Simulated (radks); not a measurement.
The numbers below are computed, except where a source is named.
Coulomb parameter of the 4f shell of neutral thulium in the model configuration [Xe] 4f11.5 6s2 6p1.5, as a second difference U = [E(n + 0.5) + E(n - 0.5) - 2 E(n)] / (0.5)^2 with all orbitals relaxed. "Bare": the charge of the atom changes with n. "Screened": the 6p shell takes up the change at fixed total charge, which measures U(4f,4f) + U(6p,6p) - 2 U(4f,6p). Level of theory: scalar-relativistic Kohn-Sham, r2SCAN, spin-unpolarised, spherical densities, finite nucleus; meta-GGA in the generalised Kohn-Sham scheme; Fermi nuclear charge, rms radius 5.2256 fm (a radial shooting solver on a logarithmic mesh with Libxc functionals).

case                   configuration  E - E(n) (eV)
start          [Xe] 4f11.5 6s2 6p1.5          0.000
bare +0.5        [Xe] 4f12 6s2 6p1.5         -7.237
bare -0.5        [Xe] 4f11 6s2 6p1.5         11.346
screened +0.5      [Xe] 4f12 6s2 6p1         -6.610
screened -0.5      [Xe] 4f11 6s2 6p2          9.177

U(bare) = 16.436 eV, U(screened by 6p) = 10.268 eV, against the Slater integral F0(4f,4f) = 34.613 eV with frozen orbitals. The step up makes a negative ion, whose loosely bound charge lowers the bare value.
